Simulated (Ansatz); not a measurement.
`[SiH3][SiH]Br` radical, charge 0, multiplicity 2.

Task: Give a relaxed structure at PBE0-D4/def2-TZVP (Ansatz). (An estimate is asked.)

Result: Ansatz gave: 
```xyz
7

Si   -0.375   -0.897    0.301
Si    0.265    0.995   -0.908
Br    2.292    1.656   -0.264
H     0.613   -1.974    0.040
H    -1.717   -1.323   -0.175
H    -0.432   -0.620    1.762
H    -0.646    2.165   -0.756
```
